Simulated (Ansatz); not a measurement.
Reaction (formal exchange of groups at a B–C bond): `CC(Cl)BS` + `CCC` → `CC(C)BS` + `CCCl`

Isolated molecules relaxed with PBE0-D4/def2-TZVP in Ansatz; ΔE leaves out vibrations. CCSD(T)/CBS is the MP2 limit (def2-TZVPP, def2-QZVPP) plus CCSD(T) − MP2 in def2-TZVPP, frozen cores. Functionals use def2-TZVPP. B3LYP here is the variant with VWN-RPA as its local correlation; programs differ in this. Each species was taken in one conformer, which may not be the lowest.

```
             level  ΔE (kJ/mol)  difference from CCSD(T)/CBS
            PBE-D4          4.3                          2.7
           PBE0-D4          2.4                          0.8
          B3LYP-D4          3.7                          2.1
           ωB97X-V          0.7                         -0.9
           ωB97M-V          1.9                          0.3
            B2PLYP          1.8                          0.2
               PBE          3.1                          1.5
            r2SCAN          3.4                          1.8
              PBE0          1.4                         -0.2
     HF/def2-TZVPP         -3.1                         -4.7
SCS-MP2/def2-TZVPP          1.4                         -0.2
     HF/def2-QZVPP         -3.6                         -5.2
    MP2/def2-QZVPP          1.7                          0.1
SCS-MP2/def2-QZVPP          0.8                         -0.8
      HF/CBS(def2)         -3.7                         -5.3
    CCSD/CBS(def2)          0.3                         -1.3
       CCSD(T)/CBS          1.6                            0
```

Largest T1 diagnostic among the species: 0.012.

In def2-TZVPP, CCSD(T) changes the Hartree–Fock value by +5.2 kJ/mol (the triples alone add +1.3 kJ/mol) and MP2 by +5.2 kJ/mol.
